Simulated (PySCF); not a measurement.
ClF₃HNW, SMILES [NH]=[W]([F])([F])([F])[Cl], multiplicity 1. Geometry optimised at PBE-D3(BJ)/def2-SVP. The spin state was assumed, not searched. The structure was generated by enumeration; whether it is a known compound was not checked. The def2 effective core potentials stand for the cores of W; spin–orbit coupling is left out.

Computed with PBE-D3(BJ)/def2-SVP (PySCF).

Harmonic wavenumbers (cm⁻¹): 97, 178, 204, 225, 253, 276, 305, 377, 473, 517, 635, 675, 681, 1054, 3587. Rotational constants (GHz): 2.574, 1.649, 1.389; symmetry number 1.

### Question
Work out the zero-point energy and the ideal-gas rigid-rotor harmonic-oscillator thermochemistry at 298.15 K and 1 atm.

### Answer
ZPE = ½ Σ hcν = ½ × 9539 cm⁻¹ = 57.06 kJ/mol. H − E(el) = 80.00 kJ/mol. Entropy in J/(mol K): translation 179.51, rotation 118.79, vibration 75.56, total 373.86. G − E(el) = -31.46 kJ/mol. Cp = 115.51 J/(mol K). Modes under 150 cm⁻¹ make the vibrational entropy uncertain.
